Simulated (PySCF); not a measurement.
BrF: input and log

State: ³Π (triplet), unpaired electrons σ ↑, π ↑, a second solution, started from another occupation.

An equivalent input (the run itself took its basis sets from the Basis Set Exchange, started from a PBE0 density and held the occupation σ 8α 7β, πx 4α 3β, πy 4α 4β, δx 1α 1β, δy 1α 1β):

```python
from pyscf import gto, dft
mol = gto.M(atom='Br 0 0 0; F 0 0 1.76', basis={'Br': 'cc-pVTZ-PP', 'F': 'cc-pVTZ'}, ecp={'Br': 'cc-pVTZ-PP'},
            charge=0, spin=2, verbose=4, symmetry='C2v')
mf = dft.UKS(mol, xc='PBE0')
mf.grids.atom_grid = (80, 434)
mf.grids.prune = dft.gen_grid.treutler_prune
mf.irrep_nelec = {'A1': (9, 8), 'A2': (1, 1), 'B1': (4, 3), 'B2': (4, 4)}
mf.conv_tol = 1e-9
mf.max_cycle = 60
mf.diis_space = 10
mf.kernel()
```

The log (some set-up lines and the per-cycle HOMO/LUMO lines removed):

```
******** <class 'pyscf.dft.uks_symm.SymAdaptedUKS'> ********
method = SymAdaptedUKS
damping factor = 0
level_shift factor = 0
DIIS = <class 'pyscf.scf.diis.CDIIS'>
diis_start_cycle = 1
diis_space = 10
diis_damp = 0
SCF conv_tol = 1e-09
SCF conv_tol_grad = None
SCF max_cycles = 60
number electrons alpha = 18  beta = 16
Set gradient conv threshold to 3.16228e-05
init E= -516.441574495788
cycle= 1 E= -516.452779042399  delta_E= -0.0112  |g|= 0.01  |ddm|= 0.0533
cycle= 2 E= -516.452657085833  delta_E= 0.000122  |g|= 0.0228  |ddm|= 0.0345
cycle= 3 E= -516.452845440268  delta_E= -0.000188  |g|= 0.0027  |ddm|= 0.0196
cycle= 4 E= -516.452849066667  delta_E= -3.63e-06  |g|= 0.000996  |ddm|= 0.00353
cycle= 5 E= -516.452849446498  delta_E= -3.8e-07  |g|= 0.000141  |ddm|= 0.00155
cycle= 6 E= -516.45284946086  delta_E= -1.44e-08  |g|= 4.72e-05  |ddm|= 0.00033
cycle= 7 E= -516.45284946189  delta_E= -1.03e-09  |g|= 1.49e-05  |ddm|= 9.36e-05
cycle= 8 E= -516.452849461958  delta_E= -6.78e-11  |g|= 3.99e-06  |ddm|= 1.82e-05
Extra cycle  E= -516.452849461948  delta_E= 1e-11  |g|= 6.53e-06  |ddm|= 9.36e-06
converged SCF energy = -516.452849461948  <S^2> = 2.0053692  2S+1 = 3.0035773
```

Repeating this along the bond gives Re = 2.063 Å and ωe = 395 cm⁻¹.

A point of this curve took 1.3 CPU seconds beside 0.54 for the integrals, on Arm Neoverse V2 (shared host).

Spin–orbit coupling is left out.
